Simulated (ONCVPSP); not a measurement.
## Potentials for O (Z = 8) compared

Generated with ld1.x 7.5 (TM, RRKJ, ultrasoft, PAW), atompaw 4.2 or ONCVPSP 4.0.1. The cutoff is in Ry: for ld1.x and atompaw files where the sum of valence levels is converged to 10 mRy in a Bessel basis, for ONCV files where the hardest occupied wave has 1 mHa per electron of residual kinetic energy. The error is the largest all-electron minus pseudo excitation energy over each file’s own four to seven test configurations (ionisations up to +4, promotions, holes and added fractions of an electron), all of which were solved. The labels leave out finer settings (local radius, basis sizes, second energies), which also bear on the numbers. Spin-polarised tests are not counted. The rows are a selection from randomly drawn settings: files with unsolved tests, undetermined cutoffs or missed reference levels are left out.

A true bound ghost makes a file unfit for plane-wave use even where its test errors are small: the radial tests pick states by their node count and pass the ghost by.

| potential | cutoff (Ry) | largest error (meV) | bound ghosts |
| --- | --- | --- | --- |
| ONCV, Wu-Cohen, scalar-relativistic, rc 0.65/2.15/2.05 (spd), local smoothed, core correction yes, reference 2s1.5 2p4.5, qcut 10.4/7.9/5, projectors 3/3/3 | 83 | +1034 | s |
| ONCV, PBE, scalar-relativistic, rc 0.70/1.40/1.25 (spd), local smoothed, core correction yes, reference 2s2 2p3, qcut 11.7/10.8/7.1, projectors 2/2/3 | 92 | +354 | none |
| ONCV, LDA (Perdew-Wang 92), non-relativistic, rc 0.60/1.30/1.20 (spd), local smoothed, core correction yes, reference 2s2 2p3.5, qcut 11.3/8.2/7.5, projectors 2/2/2 | 452 | +113 | s |
| ONCV, PBE, scalar-relativistic, rc 0.60/1.30/1.15 (spd), local smoothed, core correction no, reference 2s1 2p5, qcut 11.9/10.7/7.6, projectors 1/2/2 | 295 | +202 | none |
| ONCV, LDA (Perdew-Wang 92), scalar-relativistic, rc 0.75/1.55/1.20 (spd), local s, core correction yes, reference 2s2 2p3.5, qcut 7.5/11.3/8.4, projectors 0/2/2 | 214 | +127 | none |

(1) Fill in the row for O: ONCV, PBE, scalar-relativistic, rc 0.90/1.90/2.00 (spd), local smoothed, core correction no, reference 2s2 2p4, qcut 6.6/7.8/5.5, projectors 1/2/1.

(2) Fill in the row for O: ONCV, LDA (Perdew-Wang 92), fully relativistic, rc 0.95/1.85/1.75 (spd), local smoothed, core correction yes, reference 2s2 2p3.5, qcut 8.9/8.5/6.1, projectors 2/2/2.

(3) Fill in the row for O: ONCV, PBE, scalar-relativistic, rc 0.70/1.15/1.05 (spd), local smoothed, core correction yes, reference 2s2 2p4, qcut 11.5/10.8/10.5, projectors 1/1/2.

## Answers

(1) cutoff 291 Ry, largest error +2084 meV, bound ghosts: none.

(2) cutoff 66 Ry, largest error +348 meV, bound ghosts: none.

(3) cutoff 88 Ry, largest error +283 meV, bound ghosts: none.
